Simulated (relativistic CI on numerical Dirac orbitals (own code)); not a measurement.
## Slater and spin-orbit integrals, Eu LIX

Method of calculation: Dirac-Coulomb-Breit CI, separate exchange-only KLI orbitals for each configuration, model QED (radiative potential, 1s self-energy scaled to tabulated hydrogen-like ionisation energies), unscaled Slater integrals (own radial code, finite nucleus).

Slater integrals F^k, G^k are unscaled and averaged over j, outside the closed core 1s2; ζ comes from projecting the Hamiltonian with its Breit term on Σ l·s of the shell.

- 2s2 2p: ζ(2p) = 3.828e+06 cm⁻¹; <r>(2p) = 0.0789, <r^2>(2p) = 0.007559 (bohr units).
- 2s 2p2: F^2(2p,2p) = 1.198e+06, G^1(2s,2p) = 1.2713e+06, ζ(2p) = 3.816e+06 cm⁻¹; <r>(2s) = 0.09042, <r^2>(2s) = 0.009664, <r>(2p) = 0.07896, <r^2>(2p) = 0.007569 (bohr units).
- 2p3: F^2(2p,2p) = 1.1964e+06, ζ(2p) = 3.8041e+06 cm⁻¹; <r>(2p) = 0.07906, <r^2>(2p) = 0.007589 (bohr units).

Averages of the first 10 configurations, taken without configuration mixing, which lowers the lowest level and can move excited configurations by several eV; other configurations of the list can lie among them:

```csv
Configuration,Parity,States,Average energy above the lowest level (eV)
2s2 2p,odd,6,478.9
2s 2p2,even,30,1146.4
2p3,odd,20,1866.2
2p2 3s,even,30,8667.6
2p2 3p,odd,90,8867.6
2p2 3d,even,150,9021.3
2s2 3s,even,2,7346.4
2s2 3p,odd,6,7555.6
2s2 3d,even,10,7709.3
2s 2p 3s,odd,24,7980.7
```
